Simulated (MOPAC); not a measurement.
MOPAC input (AM1):

```
AM1 PRECISE GNORM=0.05 LET XYZ GEO-OK AUX(PRECISION=9) THREADS=1
C4H3BrO

Br    1.50342900 1   -0.28047500 1   -0.00227300 1
C    -0.30757900 1    0.16413500 1   -0.00954100 1
C    -0.94591500 1    1.35608600 1   -0.10913600 1
C    -2.34362400 1    1.04599900 1   -0.05351800 1
C    -2.43719000 1   -0.29887800 1    0.07431500 1
O    -1.18851100 1   -0.85805100 1    0.10300500 1
H    -0.48443400 1    2.32232600 1   -0.20846900 1
H    -3.16335100 1    1.74233700 1   -0.10321300 1
H    -3.25828100 1   -0.98769600 1    0.15447700 1
```

From the output:

```
                                                       MOPAC v23.2.5 Linux

          FINAL HEAT OF FORMATION =         12.67754 KCAL/MOL =      53.04281 KJ/MOL

          COSMO AREA              =        127.30 SQUARE ANGSTROMS
          COSMO VOLUME            =        115.76 CUBIC ANGSTROMS

          GRADIENT NORM           =          0.03070          =       0.01023 PER ATOM
          IONIZATION POTENTIAL    =          9.348737 EV
          HOMO LUMO ENERGIES (EV) =         -9.349  0.255
          NO. OF FILLED LEVELS    =         16
          MOLECULAR WEIGHT        =        146.9711         POINT GROUP:  Cs

          MOLECULAR DIMENSIONS (Angstroms)

            Atom       Atom       Distance
            H     8   Br     1     5.10712
            H     9    H     7     4.21483
            C     3    C     4     0.00000

          SCF CALCULATIONS        =         29

   ATOM   CHEMICAL          X               Y               Z
  NUMBER   SYMBOL      (ANGSTROMS)     (ANGSTROMS)     (ANGSTROMS)

     1      Br          1.51704952  *  -0.26869061  *  -0.00363622  *
     2       C         -0.27467467  *   0.14619456  *  -0.00848460  *
     3       C         -0.93873013  *   1.35712659  *  -0.10937011  *
     4       C         -2.35217870  *   1.06520587  *  -0.05515572  *
     5       C         -2.46819814  *  -0.30407410  *   0.07539139  *
     6       O         -1.21020066  *  -0.89720896  *   0.10708693  *
     7       H         -0.49680891  *   2.34533418  *  -0.21039063  *
     8       H         -3.15186546  *   1.79839580  *  -0.10868561  *
     9       H         -3.29406676  *  -1.00570164  *   0.15684494  *

                             CARTESIAN COORDINATES

   1   Br        1.517049522    -0.268690614    -0.003636222
   2    C       -0.274674669     0.146194560    -0.008484597
   3    C       -0.938730131     1.357126590    -0.109370109
   4    C       -2.352178700     1.065205874    -0.055155724
   5    C       -2.468198138    -0.304074099     0.075391395
   6    O       -1.210200662    -0.897208961     0.107086929
   7    H       -0.496808909     2.345334181    -0.210390629
   8    H       -3.151865461     1.798395795    -0.108685613
   9    H       -3.294066763    -1.005701644     0.156844936

           Empirical Formula: C4 H3 O Br  =     9 atoms

      MOLECULAR POINT GROUP   :   Cs

                  EIGENVALUES
 -41.76257 -33.72410 -33.06703 -28.86657 -22.50253 -22.09284 -18.45742 -16.40052
 -15.66451 -14.19406 -14.04732 -13.85413 -12.31872 -11.57627 -10.88407  -9.34874
   0.25510   0.29415   1.35006   2.51370   3.55685   3.69766   4.30025   4.54253
   4.68419   5.28989   5.51213

              NET ATOMIC CHARGES AND DIPOLE CONTRIBUTIONS

  ATOM NO.   TYPE          CHARGE      No. of ELECS.   s-Pop       p-Pop
    1         Br           0.145198        6.8548     1.96391     4.89089
    2          C          -0.166857        4.1669     1.25493     2.91193
    3          C          -0.147464        4.1475     1.22922     2.91825
    4          C          -0.204417        4.2044     1.22822     2.97620
    5          C          -0.075125        4.0751     1.26062     2.81450
    6          O          -0.082637        6.0826     1.87257     4.21006
    7          H           0.170237        0.8298     0.82976
    8          H           0.166234        0.8338     0.83377
    9          H           0.194832        0.8052     0.80517
 DIPOLE           X         Y         Z       TOTAL
 POINT-CHG.    -0.382     0.567    -0.046     0.685
 HYBRID        -0.627     0.211    -0.008     0.662
 SUM           -1.009     0.777    -0.054     1.275

          ATOMIC ORBITAL ELECTRON POPULATIONS

     Atom    s        px        py        pz
    1 Br   1.96391   0.97697   1.94251   1.97141
    2  C   1.25493   0.89370   0.88300   1.13523
    3  C   1.22922   0.92255   0.96065   1.03504
    4  C   1.22822   0.95849   0.93680   1.08091
    5  C   1.26062   0.85497   0.93104   1.02850
    6  O   1.87257   1.15333   1.31700   1.73974
    7  H   0.82976
    8  H   0.83377
    9  H   0.80517

 **********************
 *                    *
 * JOB ENDED NORMALLY *
 *                    *
 **********************

 == MOPAC DONE ==
```

The geometry given is a B3LYP-D3(BJ)/def2-TZVP minimum.
